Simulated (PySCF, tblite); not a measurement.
Isomers of C8H9 (doublet state). Calculated harmonic vibrations of the isolated species, GFN2-xTB (tblite), most abundant isotopes, no scaling. Errors from tens to a few hundred cm⁻¹ against measured bands are possible. One conformer each. Open shells enter through the occupations alone, without spin polarisation, and single modes of such species can be off by tens of per cent.

Electronic energies: B3LYP/pcH-1 single points on the GFN2-xTB geometries (PySCF, gas phase).

```csv
SMILES,"electronic energy, lowest = 0 (kJ/mol)"
C=CC[C]1C=CC=C1,0.0
CC#CC12C[C](C1)C2,331.2
[H]/[C]=C\[C@@H]1C=C1C(=C)C,298.1
[H]/[C]=C\CC#CCC=C,259.7
```

**Question.** How do GFN2-xTB zero-point energies change the relative energies?

**Answer.** 
```csv
SMILES,ZPE (kJ/mol),of it from modes above 1550 cm⁻¹,electronic (kJ/mol),"with ZPE, lowest = 0 (kJ/mol)",lowest mode (cm⁻¹),rings
C=CC[C]1C=CC=C1,360.7,176.5,0.0,0.0,24,1
[H]/[C]=C\CC#CCC=C,351.3,197.9,259.7,250.3,10i,0
[H]/[C]=C\[C@@H]1C=C1C(=C)C,351.0,196.8,298.1,288.3,51,1
CC#CC12C[C](C1)C2,364.9,177.0,331.2,335.3,14i,3
```

The zero-point energies span 13.9 kJ/mol, from `[H]/[C]=C\[C@@H]1C=C1C(=C)C` to `CC#CC12C[C](C1)C2`. Slightly imaginary modes are left out of the zero-point energy: `[H]/[C]=C\CC#CCC=C` 10.4i cm⁻¹ and `CC#CC12C[C](C1)C2` 14.4i cm⁻¹. The order is unchanged.

**Question.** And how do the electronic energies of GFN2-xTB itself compare?

**Answer.** `C=CC[C]1C=CC=C1` 0.0; `[H]/[C]=C\CC#CCC=C` 295.0; `[H]/[C]=C\[C@@H]1C=C1C(=C)C` 329.0; `CC#CC12C[C](C1)C2` 246.3 kJ/mol, lowest = 0. Against the energies above, taken from the same isomer `C=CC[C]1C=CC=C1`, the largest difference is 84.9 kJ/mol.
